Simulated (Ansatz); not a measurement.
Reaction (cleavage of the Ga–Si bond): `CN[SiH2][GaH2]` + `BN` → `B[NH][GaH2]` + `CN[SiH3]`

Gas-phase electronic energies from Ansatz, PBE0-D4/def2-TZVP geometries. CCSD(T)/CBS is the MP2 limit (def2-TZVPP, def2-QZVPP) plus CCSD(T) − MP2 in def2-TZVPP, frozen cores. This one scheme is used for every species. DFT in def2-TZVPP. B3LYP here is the variant with VWN-RPA as its local correlation; programs differ in this. HSE06 is defined as in plane-wave codes. For Ga outer-core shells are correlated without core-valence functions, which leaves a few kJ/mol of doubt a bond. Scalar relativity is left out up to krypton. Each species was taken in one conformer, which may not be the lowest.

`CN[SiH2][GaH2]`:

Z-matrix (Å, degrees):
```
C
N 1 1.448
H 1 1.094 2 110.9
H 1 1.099 2 113.7 3 -122.0
H 1 1.093 2 109.4 3 117.9
Si 2 1.723 1 123.1 3 -156.8
H 2 1.007 1 113.6 3 51.0
Ga 6 2.409 2 109.0 1 177.6
H 6 1.493 2 107.8 1 55.8
H 6 1.504 2 114.4 1 -59.9
H 8 1.578 6 120.7 2 15.7
H 8 1.574 6 122.1 2 -164.9
```

`BN`:

Z-matrix (Å, degrees):
```
B
N 1 1.385
H 1 1.197 2 119.0
H 1 1.197 2 119.0 3 -180.0
H 2 1.006 1 123.2 3 -0.0
H 2 1.006 1 123.2 3 180.0
```

`B[NH][GaH2]`:

Cartesian coordinates in Å:
```
B 1.238 -0.683 -0.093
N 0.341 0.359 -0.356
Ga -1.394 0.463 0.290
H 2.345 -0.665 -0.558
H 0.880 -1.594 0.603
H 0.671 1.110 -0.946
H -1.864 -0.713 1.195
H -2.218 1.722 -0.135
```

`CN[SiH3]`:

Cartesian coordinates in Å:
```
C -0.296 0.624 1.215
N 0.439 0.487 -0.024
Si 0.088 -0.722 -1.190
H -0.245 1.651 1.587
H -1.352 0.400 1.039
H 0.052 -0.045 2.013
H 1.387 0.822 0.030
H -1.346 -0.613 -1.570
H 0.306 -2.130 -0.737
H 0.967 -0.475 -2.363
```

```tsv
level	ΔE (kJ/mol)	difference from CCSD(T)/CBS
LDA (SPW92)	-16.4	17.7
PBE-D4	-13.7	20.4
revPBE-D4	-16.1	18.0
BLYP-D4	-24.8	9.3
r2SCAN-D4	-26.2	7.9
B97M-V	-26.0	8.1
B3LYP-D4	-26.9	7.2
r2SCANh-D4	-26.5	7.6
r2SCAN0-D4	-27.0	7.1
HSE06-D4	-17.8	16.3
BHLYP-D4	-31.9	2.2
CAM-B3LYP-D4	-32.2	1.9
ωB97X-V	-31.0	3.1
ωB97M-V	-30.2	3.9
B2PLYP	-35.2	-1.1
PBE-QIDH	-31.0	3.1
PBE	-14.4	19.7
revPBE	-13.9	20.2
r2SCAN	-26.5	7.6
PBE0	-18.7	15.4
B3LYP	-27.9	6.2
r2SCANh	-26.9	7.2
r2SCAN0	-27.5	6.6
HSE06	-18.8	15.3
CAM-B3LYP	-33.3	0.8
LC-ωPBE	-26.1	8.0
RPA@PBE/def2-TZVPP	-38.9	-4.8
HF/def2-SVP	-44.8	-10.7
CCSD/def2-SVP	-41.4	-7.3
CCSD(T)/def2-SVP	-41.6	-7.5
HF/def2-TZVPP	-44.7	-10.6
SCS-MP2/def2-TZVPP	-45.5	-11.4
CCSD/def2-TZVPP	-36.9	-2.8
CCSD(T)/def2-TZVPP	-36.6	-2.5
HF/def2-QZVPP	-45.8	-11.7
MP2/def2-QZVPP	-42.7	-8.6
SCS-MP2/def2-QZVPP	-44.6	-10.5
HF/CBS(def2)	-45.9	-11.8
MP2/CBS(def2)	-41.2	-7.1
CCSD/CBS(def2)	-34.4	-0.3
CCSD(T)/CBS	-34.1	0
```

Largest T1 diagnostic among the species: 0.013.

From PBE to PBE0 (25 % exact exchange), in def2-TZVPP and without D4, ΔE moves by −4.3 kJ/mol. Leaving LDA and LC-ωPBE aside and taking each functional with its dispersion term where it has one, the values spread over 21.5 kJ/mol, from B2PLYP to PBE-D4. At CCSD(T), def2-SVP lies −7.5 kJ/mol from the extrapolated value and def2-TZVPP −2.5 kJ/mol.
